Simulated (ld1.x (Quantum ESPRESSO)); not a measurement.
**Logarithmic derivatives: cerium, RRKJ**

| Quantity | Value |
| --- | --- |
| Element | cerium |
| Generator | ld1.x (Quantum ESPRESSO) 7.5 |
| Type | norm-conserving RRKJ (Kleinman–Bylander form) |
| Functional | PBEsol |
| Relativity | scalar-relativistic |
| Frozen core | [Kr] 4d10 |
| Valence charge | 12 |
| Reference configuration | 4f1 5s2 5p6 5d1 6s2 6p0 |
| Partial waves | 5s (bound): rc 1.80 bohr; 5p (bound): rc 2.55 bohr; 5d (bound): rc 2.40 bohr; 4f (bound): rc 1.70 bohr |
| Local potential | all-electron potential smoothed inside 1.50 bohr (lloc = -2) |
| Core correction | none |
| rho0 | 0.005 |

Occupied shells without a wave of their own: 6s. They enter only through the test configuration that unscreens the potential.

The phase is arctan(r·u′/u) with u = r·R(r), unwrapped; energies in Ry, scanned from -5 to 5 Ry. A pole is an energy at which the radial function vanishes at the test radius. The pseudo phase is shifted by a multiple of π to meet the all-electron one at the reference energy, and phase errors are pseudo minus all-electron; the curves can meet again beyond the range given. Levels narrower than the energy grid can be missing from the lists of poles.

| channel | radius (bohr) | reference energy (Ry) | poles, all-electron | poles, pseudo | unbroken range about the reference energy with phases within 0.05 rad | phase error 1 Ry above the reference energy (rad) |
| --- | --- | --- | --- | --- | --- | --- |
| s | 2.74 | -2.98 | -2.79, 4.16 | -2.79, 2.36 | below -0.1 | -0.001 |
| p | 2.74 | -1.71 | -1.29 | -1.30, 3.62 | below 0.6 | -0.005 |
| d | 2.74 | -0.23 | 1.01 | 0.99 | below 2.9 | -0.002 |
| f | 2.74 | -0.40 | -0.31, 3.98 | -0.31, 4.55 | below 1.1 | +0.014 |

Phases in the p channel:

| E (Ry) | all-electron | pseudo |
| --- | --- | --- |
| -5.00 | 1.382 | 1.382 |
| -4.48 | 1.366 | 1.365 |
| -3.96 | 1.343 | 1.343 |
| -3.44 | 1.309 | 1.308 |
| -2.92 | 1.246 | 1.244 |
| -2.40 | 1.066 | 1.064 |
| -1.88 | -0.629 | -0.632 |
| -1.36 | -1.544 | -1.545 |
| -0.84 | -1.686 | -1.690 |
| -0.32 | -1.767 | -1.777 |
| 0.20 | -1.849 | -1.873 |
| 0.72 | -1.970 | -2.040 |
| 1.24 | -2.212 | -2.517 |
| 1.76 | -2.889 | -3.806 |
| 2.28 | -3.912 | -4.385 |
| 2.80 | -4.327 | -4.572 |
| 3.32 | -4.491 | -4.670 |
| 3.84 | -4.577 | -4.741 |
| 4.36 | -4.631 | -4.814 |
| 4.88 | -4.670 | -4.919 |
